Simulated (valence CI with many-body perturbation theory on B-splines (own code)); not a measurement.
Eu¹⁴⁺: calculated level list

Method: valence CI with perturbative core correlation (CI+MBPT): three valence electrons over a frozen Dirac-Fock core [Kr] 4d10, radial functions for each j: 8 s, 8 p, 9 d, 9 f, 6 g, 3 h, 2 i, with the one-electron correlation potential Σ1 (screened to all orders), the two-electron term Σ2, the three-electron term Σ3, Breit, model QED; selected single and double excitations, second order for the rest, scaled by the run's own slope (own B-spline code, finite nucleus).

No measured levels were compared; by estimate terms of the open shell hold to a few per cent of their energy, and close levels can change places; configurations with another count of f electrons can be misplaced by thousands of cm⁻¹. Core correlation moves these levels by up to 35000 cm⁻¹, and in measured spectra 5 to 20 % of such shifts remained as error; rates that hang on mixing are uncertain with them.

Levels 1 to 45 of 62, with energies above the lowest level, 4f2 5s 4H_7/2. "Leading %" is the weight of the configuration and term that name the level; weights of strongly mixed levels are sums over their largest components and can fall short. In the jj column 3d3/2^4 stands for four electrons in 3d with j = 3/2. Lifetimes count E1, E2, E3, M1 and M2 decay at the calculated energies, and are blank where another channel may lead or the interval is too uncertain; long ones can be off by a factor of two.

```
No.  Configuration  Term     J  E (cm⁻¹)  Leading %  Lifetime  Second component             Leading jj
  1         4f2 5s    4H   7/2       0.0         97                                  4f5/2^2 5s (88 %)
  2            4f3   4I°   9/2      2418         95                 5 % 4f3 2H°         4f5/2^3 (66 %)
  3         4f2 5s    4H   9/2      2600         91    1.44 s     6 % 4f2 5s 2H      4f5/2^2 5s (60 %)
  4            4f3   4I°  11/2      6554         98    296 ms                     4f5/2^2 4f7/2 (88 %)
  5         4f2 5s    4H  11/2      6758         97    314 ms                    4f5/2 4f7/2 5s (89 %)
  6         4f2 5s    4F   3/2      9648         97    3040 s                        4f5/2^2 5s (71 %)
  7            4f3   4I°  13/2     10789         99    245 ms                     4f5/2 4f7/2^2 (79 %)
  8         4f2 5s    4H  13/2     11361         99    340 ms                        4f7/2^2 5s (80 %)
  9         4f2 5s    4F   5/2     11408         95    3.91 s                    4f5/2 4f7/2 5s (52 %)
 10         4f2 5s    2H   9/2     13477         57    109 ms    17 % 4f2 5s 2G  4f5/2 4f7/2 5s (60 %)
 11         4f2 5s    4F   7/2     13912         95    648 ms     4 % 4f2 5s 2G  4f5/2 4f7/2 5s (95 %)
 12            4f3   4I°  15/2     15044         98    360 ms                           4f7/2^3 (47 %)
 13         4f2 5s    4F   9/2     15862         59    130 ms    32 % 4f2 5s 2H  4f5/2 4f7/2 5s (88 %)
 14         4f2 5s    2G   7/2     20306         76   30.2 ms    18 % 4f2 5s 2F  4f5/2 4f7/2 5s (78 %)
 15         4f2 5s    2H  11/2     21649         96   87.1 ms                        4f7/2^2 5s (67 %)
 16         4f2 5s    2F   5/2     22738         92    234 ms     4 % 4f2 5s 2D  4f5/2 4f7/2 5s (67 %)
 17            4f3   4F°   3/2     22779         90   7.26 ms       8 % 4f3 2D°         4f5/2^3 (49 %)
 18            4f3   2H°   9/2     23812         63   14.0 ms      22 % 4f3 2G°   4f5/2^2 4f7/2 (54 %)
 19         4f2 5s    2G   9/2     24062         71   48.2 ms    24 % 4f2 5s 4F      4f7/2^2 5s (86 %)
 20            4f3   4F°   5/2     25177         96   7.76 ms                     4f5/2^2 4f7/2 (73 %)
 21            4f3   4F°   7/2     27030         85   8.84 ms      14 % 4f3 2G°   4f5/2^2 4f7/2 (64 %)
 22            4f3   4S°   3/2     27121         91    277 ms       8 % 4f3 2P°   4f5/2^2 4f7/2 (61 %)
 23         4f2 5s    2F   7/2     29557         81   61.3 ms    16 % 4f2 5s 2G      4f7/2^2 5s (84 %)
 24            4f3   4F°   9/2     29630         74   6.79 ms      19 % 4f3 2H°   4f5/2 4f7/2^2 (84 %)
 25            4f3   2H°  11/2     30852         92   4.51 ms       6 % 4f3 4G°   4f5/2 4f7/2^2 (69 %)
 26            4f3   2G°   7/2     33028         60   3.27 ms      28 % 4f3 4G°   4f5/2^2 4f7/2 (63 %)
 27            4f3   4G°   5/2     33126         92   1.17 ms    4 % 4f 5s2 2F°         4f5/2^3 (41 %)
 28            4f3   2K°  13/2     35913         98   69.5 ms                     4f5/2^2 4f7/2 (67 %)
 29         4f2 5s    2D   5/2     36611         71   12.5 ms    23 % 4f2 5s 4P  4f5/2 4f7/2 5s (62 %)
 30            4f3   4G°   7/2     37046         70   1.28 ms      26 % 4f3 2G°   4f5/2 4f7/2^2 (50 %)
 31         4f 5s2   2F°   5/2     37105         90   2.88 ms       6 % 4f3 4G°      4f5/2 5s^2 (90 %)
 32         4f2 5s    2D   3/2     37263         85   30.6 ms     8 % 4f2 5s 4P  4f5/2 4f7/2 5s (43 %)
 33            4f3   4G°   9/2     38255         68   1.49 ms      17 % 4f3 2G°   4f5/2 4f7/2^2 (63 %)
 34            4f3   2D°   3/2     39753         48   2.27 ms      38 % 4f3 2P°   4f5/2 4f7/2^2 (58 %)
 35            4f3   2K°  15/2     40075         91   49.9 ms       7 % 4f3 2L°   4f5/2^2 4f7/2 (51 %)
 36         4f2 5s    4P   1/2     40973         98   4.94 ms                        4f5/2^2 5s (51 %)
 37            4f3   2G°   9/2     41153         55   1.67 ms      29 % 4f3 4G°         4f7/2^3 (68 %)
 38            4f3   4G°  11/2     42436         91   1.10 ms       9 % 4f3 2H°   4f5/2 4f7/2^2 (43 %)
 39         4f2 5s    4P   3/2     42957         92   2.07 ms     6 % 4f2 5s 2D  4f5/2 4f7/2 5s (87 %)
 40            4f3   2P°   1/2     43593         92   2.88 ms       8 % 4f3 4D°   4f5/2^2 4f7/2 (56 %)
 41         4f 5s2   2F°   7/2     44262         94   1.10 ms                        4f7/2 5s^2 (94 %)
 42            4f3   2D°   5/2     44839         96   5.26 ms                     4f5/2 4f7/2^2 (73 %)
 43         4f2 5s    2I  13/2     44989         99   16.3 ms                    4f5/2 4f7/2 5s (80 %)
 44         4f2 5s    2I  11/2     45079         99   9.60 ms                    4f5/2 4f7/2 5s (78 %)
 45         4f2 5s    4P   5/2     46385         77   1.43 ms    22 % 4f2 5s 2D      4f7/2^2 5s (80 %)
```

Names give the largest LS component (configuration and term), which can be under half, so a name can repeat, a term be missing and a line seem to break the LS rules; names also repeat where a configuration has a term twice.

Where two levels of one J and parity lie close, their mixing, g and order are uncertain.

The ionisation energy to 4f2 3H_4 of the next ion comes out as 279.86 eV (NIST: 281 ± 14 eV (theoretical)). All 62 levels together are meant to be complete up to 75384 cm⁻¹.
